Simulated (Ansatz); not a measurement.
C$_{3}$H$_{9}$GaO. Charge 0, multiplicity 1. The bonds changed during the relaxation, so this is another structure than the one it started from.

Cartesian coordinates in Å:
```
C 1.3255 -0.0608 1.8127
O 1.6333 -1.1099 0.9566
Ga 1.4722 -2.3219 -0.3498
C -1.4563 -0.2592 -0.9462
C -0.5812 0.9544 -1.2035
H 1.5849 -0.3171 2.8469
H 0.2565 0.1872 1.7864
H 1.8845 0.8431 1.5411
H -1.3043 -0.6544 0.0620
H -2.5171 -0.0165 -1.0440
H -1.2427 -1.0648 -1.6543
H 0.4789 0.7145 -1.0900
H -0.7269 1.3431 -2.2140
H -0.8072 1.7623 -0.5037
```

(1) What are the harmonic wavenumbers in cm⁻¹ at PBE0-D4/def2-TZVP (Ansatz, finite differences of forces, unscaled)? (An estimate is asked.)

(2) Is this a minimum?

(3) Give the ideal-gas thermochemistry at 298.15 K and 1 bar (rigid rotor, harmonic oscillator; point group C1, symmetry number 1).

(4) Rotational constants (cm⁻¹)?

## Answers

(1) Computed: 19, 40, 45, 56, 66, 79, 85, 97, 314, 500, 820, 822, 1026, 1172, 1174, 1198, 1214, 1216, 1397, 1417, 1473, 1485, 1490, 1493, 1495, 1497, 1499, 2993, 3042, 3050, 3052, 3059, 3099, 3105, 3128, 3129.

(2) Yes, all 36 modes are real.

(3) Zero-point energy 304.1 kJ/mol; H(298) − E = 333.6 kJ/mol; entropy 455.4 J/(mol·K), of which translation 169.6, rotation 119.1, vibration 166.7; G(298) − E = 197.8 kJ/mol. Modes under 100 cm⁻¹ are hindered rotations or soft bends, so the harmonic entropy is rough.

(4) 0.1037, 0.05228, 0.0378.
